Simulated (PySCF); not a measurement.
Cl₄SW, multiplicity 1. Atoms are numbered in the order given.

```xyz
6

W      0.0000     0.0000     0.0919
S      0.0000     0.0000     2.2388
Cl     0.0000     0.0000    -2.3076
Cl    -1.9661    -1.1351    -0.0665
Cl     0.0000     2.2703    -0.0665
Cl     1.9661    -1.1351    -0.0665
```

The structure is a stationary point at r2SCAN-D4/def2-SVP. The spin state was assumed, not searched. The isomer is the one that the SMILES or the coordinates give; other isomers of the formula were not compared. The def2 effective core potentials stand for the cores of W; spin–orbit coupling is left out.

All values below come from B3LYP/def2-TZVP in PySCF.

ESP charges are fitted to the potential on shells at 1.4 to 2.0 van der Waals radii. Atomic charges (e):

```json
[
 {"atom": "W1", "Löwdin": "-0.63", "Mulliken": "(withheld)", "ESP fit": "0.30"},
 {"atom": "S2", "Löwdin": "0.22", "Mulliken": "(withheld)", "ESP fit": "-0.05"},
 {"atom": "Cl3", "Löwdin": "-0.04", "Mulliken": "(withheld)", "ESP fit": "-0.21"},
 {"atom": "Cl4", "Löwdin": "0.15", "Mulliken": "(withheld)", "ESP fit": "-0.01"},
 {"atom": "Cl5", "Löwdin": "0.15", "Mulliken": "(withheld)", "ESP fit": "-0.01"},
 {"atom": "Cl6", "Löwdin": "0.15", "Mulliken": "(withheld)", "ESP fit": "-0.01"}
]
```

Task: What belongs in the gaps? (Estimate from the structure and the level; the computed values follow.)

Result: 
- W1, Mulliken: 1.01
- S2, Mulliken: -0.12
- Cl3, Mulliken: -0.32
- Cl4, Mulliken: -0.19
- Cl5, Mulliken: -0.19
- Cl6, Mulliken: -0.19
